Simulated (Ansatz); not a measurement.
C$_{2}$H$_{5}$O, charge -1, singlet, at a GFN2-xTB geometry (a gas-phase anion, which may not be bound at this level). Base run: HF/def2-SV(P) (Ansatz, a first-principles code).

The Ansatz input:
Ansatz 0.2 input:
```yaml
crystal:
  periodic: [false, false, false]
  atoms:
    - {symbol: C, position_ang: [1.14079889, -0.41047783, -0.00910137]}
    - {symbol: C, position_ang: [-0.15104036, 0.49608328, -0.00011144]}
    - {symbol: O, position_ang: [-1.28599144, -0.12785782, 0.01201976]}
    - {symbol: H, position_ang: [0.01912236, 1.20779716, 0.90182864]}
    - {symbol: H, position_ang: [0.00273178, 1.20239996, -0.90920924]}
    - {symbol: H, position_ang: [2.05088849, 0.19671438, -0.01914757]}
    - {symbol: H, position_ang: [1.14631297, -1.04620846, 0.87611273]}
    - {symbol: H, position_ang: [1.13032475, -1.05147317, -0.89046572]}
basis:
  gaussian:
    orbitals: def2-SV_P_.json
hamiltonian:
  xc: hf
total_charge: -1
```
The basis file holds def2-SV(P) in the JSON format of the Basis Set Exchange.

Each row names what was changed in the base input (with any setting that the change needs).

```tsv
change	E (Eh)
base	-153.30289
functional = B2GP-PLYP	[?]
functional = cam_b3lyp	-154.19540
functional = r2scan	-154.17925
functional = wB97X	-154.22748
functional = blyp; dispersion = d3bj	-154.21371
functional = hse06	[?]
functional = b3lyp5	-154.18052
functional = b3lyp; dispersion = d4	-154.28276
functional = blyp; dispersion = d4	-154.21610
functional = B97M-V	[?]
functional = pbe; dispersion = d3bjatm	-154.08464
functional = B2PLYP	[?]
```

What belongs in the gaps?


- functional = B2GP-PLYP, E (Eh): -154.04632
- functional = hse06, E (Eh): -154.08479
- functional = B97M-V, E (Eh): -154.24042
- functional = B2PLYP, E (Eh): -154.09008

Absolute energies of different levels of theory aren't comparable as measures of quality.

A gas-phase anion may not be bound at this level; its values then depend on the basis.
